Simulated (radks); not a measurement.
Valence configurations of Hf+ (all share [Xe]). All-electron calculation, Dirac Kohn-Sham, BLYP, spin-unpolarised, spherical densities, finite nucleus; open shells are shared between the two j in proportion to 2j + 1; Fermi nuclear charge, rms radius 5.347 fm. Program: a radial shooting solver on a logarithmic mesh with Libxc functionals. Order these by energy: 4f14 5d2 6p1; 4f14 5d2 6s1; 4f14 6s2 6p1; 4f12 5d1 6s2 6p2; 4f14 5d2 6s0.5 6p0.5; 4f14 5d0.5 6s2 6p0.5; 4f14 5d3; 4f14 5d1 6s1 6p1; 4f13.5 5d1.5 6s2; 4f14 5d1 6s2.

Answer. From the lowest, in eV above it: 4f14 5d1 6s2 0.000; 4f14 5d2 6s1 1.523; 4f14 5d0.5 6s2 6p0.5 2.051; 4f14 5d3 3.614; 4f14 5d2 6s0.5 6p0.5 3.838; 4f14 6s2 6p1 4.520; 4f14 5d1 6s1 6p1 4.993; 4f14 5d2 6p1 6.201; 4f13.5 5d1.5 6s2 8.437; 4f12 5d1 6s2 6p2 60.504. NIST lists [Xe] 4f14 5d1 6s2 as the ground configuration; this level of theory agrees among the configurations tried. The energies are those of spherical spin-averaged densities, not of single terms.
